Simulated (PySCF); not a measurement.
C₆ coefficients of unlike pairs at r2SCAN0

Calculated with PySCF 2.14 from the dipole response of each species, C₆(A,B) = (3/π) ∫ α_A(iu) α_B(iu) du, in atomic units, from isotropic polarisabilities. For ions this is the dispersion term alone; charge-induced terms of lower order in 1/R come first.

| species | configuration | basis | relativity | α (bohr³) | C₆ (like pair) |
| --- | --- | --- | --- | --- | --- |
| Ge | [Ar] 3d10 4s2 4p2 (3P) | aug-cc-pwCVDZ-PP with ECP10MDF (6s5p4d1f) | core potential | 40.65 | 365.2 |
| Cl³⁺ | [Ne] 3s2 3p2 (3P) | x2c-TZVPPall with one added diffuse shell each of s, p, d type (6s6p4d1f) | spin-free X2C | 4.391 | 12.15 |
| Fe⁺ | [Ar] 3d6 4s1 (6D) | aug-cc-pwCVTZ (10s9p7d4f3g) | none | 28.48 | 148.1 |
| Ba | [Xe] 6s2 (1S) | aug-cc-pVTZ-X2C (9s8p6d3f) | spin-free X2C | 280.5 | 5763 |

(1) Estimate C₆ for Ba with Ge.

No spin-orbit coupling is included.

The other pairs:

| pair | C₆ |
| --- | --- |
| Cl³⁺, Ge | 59.79 |
| Fe⁺, Ge | 231.3 |
| Fe⁺, Cl³⁺ | 37.66 |
| Ba, Fe⁺ | 843.2 |
| Ba, Cl³⁺ | 175.9 |

## Answers

(1) The integral gives 1282. The combination rule 2 C_A C_B / (C_A α_B/α_A + C_B α_A/α_B) gives 1254 and the geometric mean 1451.
